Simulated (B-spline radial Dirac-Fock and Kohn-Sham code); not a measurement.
**Binding energies of Mn⁺ in different valence configurations**

Method: relaxed Dirac-Fock hole states (ΔSCF) with Breit and QED corrections and a finite nucleus. Computed with a B-spline atomic structure program. No correlation.

Reference: the tabulated ground configuration [Ar] 3d5 4s1, with 1s 6559.8 eV, 2s 794.0 eV, 2p1/2 673.1 eV, 2p3/2 663.0 eV, 3p1/2 73.17 eV, 3p3/2 71.93 eV, Kα1 5896.8 eV, Kβ1 6487.8 eV.

Q: One of these configurations gives the following shifts from the reference, in eV: average energy +4.31, 1s +1.51, 2s +1.44, 2p1/2 +1.47, 2p3/2 +1.47, 3p1/2 +1.49, 3p3/2 +1.49, Kα1 +0.05, Kβ1 +0.02. Which?
A. [Ar] 3d4 4s1 4p1
B. [Ar] 3d6
C. [Ar] 3d4 4s2
D. [Ar] 3d5 4p1

A: D. The others give [Ar] 3d6: 1s -6.84; [Ar] 3d4 4s1 4p1: 1s +9.51; [Ar] 3d4 4s2: 1s +8.35.
